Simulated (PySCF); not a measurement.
**Structure from 2D NMR**

Compound of formula C4H11O4P. Correlations simulated from computed shifts and the bond graph:

HSQC (one-bond C–H):
```
  δH    δC
4.04  65.4
3.95  54.1
1.32  18.1
```

COSY cross peaks (H two or three bonds apart, from the bond graph; peaks can be absent where the dihedral angle is near 90°):
```
  δH    δH
4.04  1.32
```

HMBC (two and three bonds, from the bond graph):
```
  δH    δC
4.04  18.1
1.32  65.4
```

PySCF 2.14.0 with density-fitted response routines calculation with geometry: GFN2-xTB and shieldings: GIAO PBE0/pcSseg-1; gas phase, a single conformation, non-relativistic, rapidly exchanging positions averaged.

Shifts are taken against calculated references (same method and geometry level): 1H (31.72 ppm) and 13C (186.93 ppm) against TMS.

Exchangeable hydrogens are left out of these lists.

Question: Which molecule is this?

Answer: SMILES CCOP(=O)(OC)OC.

Numbering as in the mapped SMILES `[CH3:1][CH2:2][O:3][P:4](=[O:5])([O:6][CH3:7])[O:8][CH3:9]`. Each H is labelled by its parent atom.

1. δC 65.4 is C2, an sp3 CH2 bonded to O (δH 4.04).
2. δC 54.1 is C7/C9, a methyl carbon bonded to O (δH 3.95).
3. δC 18.1 is C1, a methyl carbon (δH 1.32).
4. COSY links 4.04–1.32.

This is the structure that produced the data.

Shifts are as computed. Against solution values, carbons near 30 ppm lie about +3 ppm off and those near 130 ppm about +5 ppm. Of 1211 compounds with measured shifts, 218 miss one by over three times the rms of a fit or turn the order of signals round; such compounds aren't used in these exercises.
